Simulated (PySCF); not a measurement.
Xe²⁶⁺ (xenon, charge +26) across methods

[Ar] 3d10, closed-shell 1S. Computed with PySCF 2.14 in an even-tempered Gaussian basis (19 s from 3.4 bohr⁻², ratio 2.5; 13 p from 4.4 bohr⁻², ratio 2.5; 8 d from 4.4 bohr⁻², ratio 2.5; 4 f from 22 bohr⁻², ratio 2.7; 3 g from 32 bohr⁻², ratio 2.7), with the spin-free X2C one-electron Hamiltonian (Gaussian nucleus).

| method | E (hartree) | mean ε 3s (eV) | mean ε 3p (eV) | mean ε 3d (eV) | Σ⟨r²⟩ (bohr²) | ⟨S²⟩ |
| --- | --- | --- | --- | --- | --- | --- |
| M06-L | -7116.71 | -1907.3 | -1726.7 | -1463.8 | 1.791 | 0.000 |
| PBE0 | -7116.13 | -1910.4 | -1732.0 | -1470.8 | 1.794 | 0.000 |
| UHF | -7115.00345 | -1964.4 | -1777.1 | -1503.8 | 1.791 | 0.000 |
| TPSS | -7116.26 | -1895.2 | -1718.2 | -1459.1 | 1.795 | 0.000 |
| PBE | -7115.98 | -1891.7 | -1716.3 | -1459.2 | 1.795 | 0.000 |
| LDA | -7109.48 | -1889.6 | -1715.3 | -1459.1 | 1.796 | 0.000 |
| r2SCAN | -7116.58 | -1903.8 | -1724.9 | -1463.0 | 1.793 | 0.000 |
